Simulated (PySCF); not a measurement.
NMR data simulated for an unnamed compound:

¹H NMR (400 MHz, computed): δ 7.45 (m, 1H), 6.87 (m, 1H), 6.58 (m, 1H), 5.18 (s, 1H), 5.18 (s, 3H).

¹³C{¹H} NMR (computed): δ 198.0 (C), 146.5 (CH2), 135.6 (CH), 119.5 (C), 68.7 (CH).

No relativistic terms, averaged over atoms made equivalent by symmetry, fast rotation or ring inversion, one conformer, no solvent. NMR shieldings at PBE0/pcSseg-1/GIAO; geometry: GFN2-xTB; PySCF 2.14.0 with density-fitted response routines.

δ = σ(ref) − σ, references computed at the same level: ¹H and ¹³C vs TMS.

**Question.** Which of these does the molecule contain: a ketone, an NH or NH2 group, a nitrile, a non-aromatic C=C double bond, a heteroaromatic ring, an N-methyl group?

**Answer.** 
- A ketone: yes (δC 198.0).
- An NH or NH2 group: no.
- A nitrile: yes (δC 119.5).
- A non-aromatic C=C double bond: yes.
- A heteroaromatic ring: no.
- An N-methyl group: no.

The data belong to `C=CC(=O)[C@@H](C#N)O[SiH3]`, C5H7NO2Si; they needn't prove each group on their own.

Carbon signals by region: 1 in the far downfield region (above 160 ppm), 3 in the sp2 and nitrile region (100–160 ppm), 1 at 50–100 ppm. Above 160 ppm: 198.0, ketone carbonyl carbon.

Shifts are as computed. Against solution values, carbons near 30 ppm lie about +3 ppm off and those near 130 ppm about +5 ppm. Of 1211 compounds with measured shifts, 218 miss one by over three times the rms of a fit or turn the order of signals round; such compounds aren't used in these exercises. Multiplicities follow the n + 1 count of equivalent neighbours, as no J values were calculated; m marks all less simple cases, F and P coupling included.
